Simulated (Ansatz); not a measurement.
CdCl₂, triplet, geometry from GFN2-xTB (such geometries of metal compounds can be far from the true shape) (a higher spin typed on purpose: for a closed-shell molecule this is an excited state) (core potentials on Cd); SVWN5/def2-SVP in Ansatz (a first-principles code).

Input for Ansatz:
Ansatz 0.2 input:
```yaml
crystal:
  periodic: [false, false, false]
  atoms:
    - {symbol: Cd, position_ang: [-0.74733348, 0.29851729, -0.47268926]}
    - {symbol: Cl, position_ang: [1.83477169, -0.11884315, -0.37432263]}
    - {symbol: Cl, position_ang: [0.27534637, -0.72402919, 1.70897466]}
basis:
  gaussian:
    orbitals: def2-SVP
hamiltonian:
  xc: {name: SVWN5}
magnetization: {spin_polarized: true, initial_magnetization: 2}
```

Output, abridged:

```
Functional definition: SVWN5
698 factors; their error is unknown
mean field evaluation 1: about -29511.3624 eV, gradient 1.6e1 eV
mean field evaluation 2: about -29501.9186 eV, gradient 3.6e1 eV
mean field evaluation 4: about -29512.6578 eV, gradient 1.4e0 eV
mean field evaluation 8: about -29512.6693 eV, gradient 3.3e-2 eV
mean field evaluation 16: about -29512.6406 eV, gradient 5.3e-6 eV
mean field evaluation 32: about -29509.9995 eV, gradient 1.9e0 eV
mean field -29512.64063868 eV, -1084.5695390853 hartree, gradient 5.3e-6 eV, S^2 2.001407; 3 other end points of the search recorded, 0 dependent functions left out
reference -29512.64066895 eV, -1084.5695401977 hartree; 28, 26 occupied and 39, 41 virtual orbitals, 698 factors
Total energy: -29512.64066895 eV, -1084.5695401977 hartree
```
